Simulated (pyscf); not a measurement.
# O=Nb(=O)–F, singlet

Gas-phase minimum from PySCF at ωB97X-D3(BJ)/def2-SVP, one conformer. 

```
Nb
O 1 1.6996
O 1 1.6996 2 107.97
F 1 1.9046 2 116.32 3 -132.88
```
Charge 0, spin multiplicity 1.

Properties at ωB97X-D3(BJ)/def2-SVP:

```
Property                                                                                                                                            Result
---------------------------------------------------------------------------------------------------------------------  -----------------------------------
Harmonic wavenumbers, unscaled                                                                                         151, 211, 341, 686, 1020, 1064 cm⁻¹
Zero-point energy                                                                                                                             5.0 kcal/mol
Rotational symmetry number                                                                                                                               1
Entropy of this conformer at 298 K and 1 atm, rigid rotor and harmonic oscillator, modes under 100 cm⁻¹ raised to 100                      303.3 J/(mol K)
Dipole moment                                                                                                                                       4.55 D
```

Single-point totals, which compare only within one level:

| level | total energy (hartree) |
|---|---|
| ωB97X-D3(BJ)/def2-TZVP | -307.55314 |
| PBE/def2-TZVP | -307.32373 |
| r²SCAN/def2-TZVP | -307.45509 |
| B3LYP-D3(BJ)/def2-TZVP | -307.54770 |
| PBE0-D3(BJ)/def2-TZVP | -307.25653 |
| M06-2X/def2-TZVP | -307.30853 |
| ωB97M-D3(BJ)/def2-TZVP | -307.52210 |

Elements past Kr carry the def2 core potentials, without spin-orbit coupling.
